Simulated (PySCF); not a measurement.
**Ir²⁺: excitation energy**

Ir²⁺ [Xe] 4f14 5d7 (4F) → Ir²⁺ [Xe] 4f14 5d6 6s1 (6D), as a difference of total energies. Calculation: PySCF 2.14, in aug-cc-pwCVTZ-PP with ECP60MDF (8s8p7d4f3g, 122 functions); scalar relativity through the core potential. Correlated levels: valence: 5s2 5p6 frozen; valence and next inner shell: nothing frozen outside the core potential. The calculations carry no spin-orbit coupling.

| method | excitation energy (cm⁻¹) |
| --- | --- |
| UHF | 10692 |
| LDA | 10926 |
| PBE | 11915 |
| PBE0 | 12957 |
| r2SCAN | 9885.2 |
| HSE06 | 12949 |
| MN15 | 10765 |
| BHandHLYP | 15683 |
| MP2 (valence) | 14691 |
| SCS-MP2 (valence) | 19327 |
| MP2 (valence and next inner shell) | 10948 |
| SCS-MP2 (valence and next inner shell) | 14430 |
